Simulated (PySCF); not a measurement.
Gas-phase XPS of GePhH3, computed

Species: GePhH3, C6H8Ge.
Cartesian coordinates in Å at the PBE0-D3(BJ)/def2-SVP level; atoms count from 1:
```xyz
15
C6H8Ge angstrom
Ge     0.0154    0.0303   -2.5220
C      0.0085    0.0130   -0.5748
C     -1.0228    0.6335    0.1427
C     -1.0413    0.6043    1.5367
C     -0.0242   -0.0459    2.2336
C      1.0101   -0.6653    1.5334
C      1.0255   -0.6345    0.1396
H     -1.8250    1.1528   -0.3898
H     -1.8520    1.0939    2.0807
H     -0.0358   -0.0676    3.3260
H      1.8115   -1.1734    2.0757
H      1.8472   -1.1206   -0.3948
H      1.4680    0.0452   -3.0328
H     -0.7305    1.2794   -3.0254
H     -0.6872   -1.2212   -3.0846
```

Computed, not measured: delta-SCF UKS SCAN, pcX-2 on the ionised atom, pcseg-1 elsewhere, spin-free X2C in PySCF 2.14.0. Vertical ΔSCF values, vacuum level as zero.

Q: List the computed XPS lines with their assignment.

A: 
```
atom(s)                  environment  level  binding energy (eV)  above the level's lowest (eV)  count
  C4/C6   carbon bonded to 2 C and H   C 1s               290.24                          +0.28      2
     C5   carbon bonded to 2 C and H   C 1s               290.23                          +0.27      1
  C3/C7   carbon bonded to 2 C and H   C 1s               290.20                          +0.24      2
     C2  carbon bonded to 2 C and Ge   C 1s               289.96                           0.00      1
```

The listed C 1s values span 0.28 eV, from C2 (bonded to 2 C and Ge) to C4/C6 (bonded to 2 C and H). The widest gap between neighbouring values is 0.24 eV, between 289.96 and 290.20 eV. The values 290.20, 290.23 and 290.24 eV lie too close for their order to be trusted.

Q: Which photon energy gives electrons from C 1s of C3/C7 a kinetic energy of 20 eV, and what is their de Broglie wavelength?

A: hν = 290.20 + 20 = 310.20 eV, recoil neglected; λ = 12.264 Å/√(E/eV) = 2.74 Å.

The first atom of each set that the bonding makes equivalent was ionised and stands for the set. No level of germanium is listed. The structure is a single PBE0-D3(BJ)/def2-SVP conformer in the gas phase; no vibrational or solvent corrections.
